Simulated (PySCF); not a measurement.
Species: C5H6OS.
Numbering: `[CH3:1][S:2][c:3]1[cH:4][cH:5][o:6][cH:7]1` (hydrogens: H8, H9, H10 on C1; H11 on C4; H12 on C5; H13 on C7)

Computed geometry: GFN2-xTB, gas phase.

Problem. What internal coordinates does the optimisation give?

Solution. 
```csv
bond,length (bohr)
C1–S2,3.430
S2–C3,3.307
C3–C4,2.689
C4–C5,2.565
C5–O6,2.535
O6–C7,2.548
C3–C7,2.580
"C1–H8, C1–H9, C1–H10",2.052
C4–H11,2.021
C5–H12,2.025
C7–H13,2.023
```

Bonds in one row agree within 0.02 bohr and their mean is given. A selection of angles:
```csv
angle,degrees
S2–C1–H8,106.3
S2–C1–H9,109.6
H8–C1–H9,110.1
H9–C1–H10,111.0
C1–S2–C3,100.9
S2–C3–C4,124.4
S2–C3–C7,129.7
C4–C3–C7,105.9
C3–C4–C5,105.7
C3–C4–H11,126.2
C5–C4–H11,128.1
C4–C5–O6,111.0
C4–C5–H12,131.7
O6–C5–H12,117.4
C5–O6–C7,107.2
O6–C7–H13,117.1
C3–C7–O6,110.2
C3–C7–H13,132.7
```

Dihedral angles: C1–S2–C3–C4 180° (antiperiplanar).

Of the pairs four or more bonds apart, C1···H13 is among the closest relative to their van der Waals radii: 2.84 Å, 98 % of the sum of Bondi's values. S2 (sulfide sulfur) is bent (angle 100.9°). The 5-membered ring C3–C4–C5–O6–C7 has internal angles of 105.7° to 111.0°; it is planar, 0.00 Å rms from its mean plane, widest ring torsion 0°. O6 (furan-type oxygen) is bent (angle 107.2°). The C–C distances run from 1.358 Å (C4–C5, aromatic) to 1.423 Å (C3–C4, aromatic), a spread of 0.065 Å. The 7 heavy atoms lie in one plane (0.001 Å rms). The 2 C–S bonds span 1.750 Å (S2–C3, drawn single) to 1.815 Å (C1–S2, drawn single), a spread of 0.065 Å.

Point group: Cs (tolerance 0.08 Å). GFN2-xTB frequencies: not computed here. The numbers are those of one conformer.
